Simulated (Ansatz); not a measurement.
A geometry relaxed with PBE-D3(BJ)/def2-SVP in Ansatz (a first-principles code), charge 0, multiplicity 1:

```xyz
21

C      1.8492    -1.2802     0.1666
H     -3.8266    -1.7653    -0.1151
N      1.5872     1.1247     0.0264
C     -1.9552     2.0047    -0.2089
H     -2.0685    -2.8845     0.0334
C     -0.3882    -0.3641    -0.0029
H      4.3567     1.4335     0.1591
H     -3.6653     0.6597    -0.2303
H      0.0536    -2.4969     0.1325
C     -2.5674     0.7272    -0.1755
H      2.5388    -2.1339     0.2491
B      3.9279     0.2996     0.1980
C     -1.8325    -0.4688    -0.0750
H      4.6903    -0.6458     0.2921
C      0.4804    -1.4844     0.1027
B     -2.6117    -1.7997    -0.0496
H     -2.5761     2.9097    -0.2887
C      0.2436     0.9372    -0.0363
H     -0.0529     3.0742    -0.1635
C     -0.5753     2.1063    -0.1409
C      2.3919     0.0469     0.1267
```

Problem. Write the SMILES of this molecule.

Solution. `Bc1ccc2c(B)cccc2n1`
